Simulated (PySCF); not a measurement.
Job file and geometry (Å, from PBE0-D3(BJ)/def2-SVP) of an NMR shielding run on SMILES B[SiH2]N1C=CC=C1, C4H8BNSi, PySCF, GIAO KT2/pcSseg-1 NMR shielding, non-relativistic, gas phase; density fitting, a coarse starting grid and PySCF grid level 2 are the driver's defaults:

```
$ OMP_NUM_THREADS=1 python probes_run.py task.json out

{"job": {"kind": "nmr", "xc": "KT2", "basis": "pcSseg-1", "pop": false}, "charge": 0, "multiplicity": 1}
B     -2.767866     0.392303    -0.650818
Si    -1.565714    -1.160726    -0.225869
N      0.147623    -0.733008    -0.009577
C      1.064090    -0.557482    -1.024011
C      2.218309    -0.026142    -0.496010
C      2.000961     0.139465     0.900517
C      0.723281    -0.297707     1.164914
H     -2.356344     1.520810    -0.769377
H     -3.952874     0.199237    -0.797947
H     -1.611555    -2.163958    -1.335557
H     -1.993058    -1.815557     1.049837
H      0.825268    -0.839854    -2.048315
H      3.126112     0.206065    -1.049964
H      2.708635     0.524159     1.632705
H      0.177937    -0.346808     2.106183
```

**Question.** What does the program print?

**Answer.** 
```
coarse grid: 13080 points
cycle   1  E = -532.9176820682  dE =  7.072e-01  |g| = 4.613e-01  |ddm| = 3.597e+00
cycle   2  E = -532.2386724717  dE =  6.790e-01  |g| = 1.343e+00  |ddm| = 2.120e+00
cycle   3  E = -532.9465813308  dE = -7.079e-01  |g| = 2.986e-01  |ddm| = 1.958e+00
cycle   4  E = -532.9792811455  dE = -3.270e-02  |g| = 8.265e-02  |ddm| = 4.852e-01
cycle   5  E = -532.9798903866  dE = -6.092e-04  |g| = 7.945e-02  |ddm| = 1.957e-01
cycle   6  E = -532.9815438030  dE = -1.653e-03  |g| = 2.275e-02  |ddm| = 9.302e-02
cycle   7  E = -532.9816517519  dE = -1.079e-04  |g| = 7.437e-03  |ddm| = 2.280e-02
cycle   8  E = -532.9816651912  dE = -1.344e-05  |g| = 1.369e-03  |ddm| = 7.871e-03
cycle   9  E = -532.9816659108  dE = -7.197e-07  |g| = 2.693e-04  |ddm| = 2.963e-03
final grid: 121936 points
cycle  10  E = -532.9909816610  dE = -2.011e-04  |g| = 1.581e-02  |ddm| = 6.721e-02
cycle  11  E = -532.9909121743  dE =  6.949e-05  |g| = 2.148e-02  |ddm| = 3.670e-02
cycle  12  E = -532.9910285282  dE = -1.164e-04  |g| = 3.794e-03  |ddm| = 2.755e-02
cycle  13  E = -532.9910314881  dE = -2.960e-06  |g| = 1.439e-03  |ddm| = 4.858e-03
cycle  14  E = -532.9910319908  dE = -5.027e-07  |g| = 3.657e-04  |ddm| = 1.578e-03
cycle  15  E = -532.9910320265  dE = -3.574e-08  |g| = 9.612e-05  |ddm| = 4.699e-04
cycle  16  E = -532.9910320289  dE = -2.397e-09  |g| = 3.339e-05  |ddm| = 1.194e-04
cycle  17  E = -532.9910320293  dE = -3.190e-10  |g| = 5.632e-06  |ddm| = 4.231e-05
converged SCF energy = -532.9910320293

GIAO shielding tensors (ppm)
atom      isotropic    diamagn.    paramagn.     s11        s22        s33       span
  0 B      -12.299     199.074    -211.372   -127.069    -45.679    135.852    262.921
  1 Si     394.023     883.232    -489.209    332.005    379.431    470.632    138.627
  2 N       99.285     330.525    -231.240     13.385     82.101    202.368    188.983
  3 C       63.810     252.515    -188.705    -10.794     71.635    130.588    141.381
  4 C       73.405     255.137    -181.732     -2.795     66.098    156.912    159.707
  5 C       73.764     255.096    -181.332     -2.167     66.347    157.113    159.279
  6 C       63.365     252.882    -189.517    -11.461     71.691    129.867    141.328
  7 H       21.287      29.781      -8.495      8.611     27.429     27.819     19.208
  8 H       21.048      28.512      -7.463      9.098     25.848     28.200     19.102
  9 H       25.611      28.186      -2.575     21.397     25.125     30.312      8.915
 10 H       25.624      28.355      -2.732     21.383     25.183     30.304      8.921
 11 H       24.538      31.384      -6.846     21.349     25.317     26.947      5.598
 12 H       24.716      30.817      -6.101     22.542     25.039     26.567      4.025
 13 H       24.741      30.984      -6.243     22.558     25.051     26.614      4.056
 14 H       24.558      31.836      -7.278     21.338     25.371     26.967      5.629
```

**Question.** Turn these shieldings into chemical shifts. δ = σ(ref) − σ, references computed at the same level: 11B (σ = 99.90 ppm) vs BF3·OEt2; 29Si (σ = 361.05 ppm) and 13C (σ = 183.22 ppm) and 1H (σ = 31.18 ppm) against TMS; 15N (σ = 264.30 ppm) against NH3.

**Answer.** Averaging equivalent atoms: B 0: 112.2; Si 1: -33.0; N 2: 165.0; C 3/6: 119.6; C 4/5: 109.6; H 7/8: 10.01; H 11/14: 6.63; H 12/13: 6.45; H 9/10: 5.56 ppm. Experimental scales use liquid or dissolved standards, which lie at an offset from isolated NH3 (liquid NH3: subtract about 20 ppm). Unscaled 15N shifts of sp2 nitrogen come out 20 to 40 ppm too high even then.

Size and cost of the density-fitted run: 166 basis functions, 27 s wall time on 1 thread of an Arm Neoverse V2, shared host; peak memory 0.7 GiB.
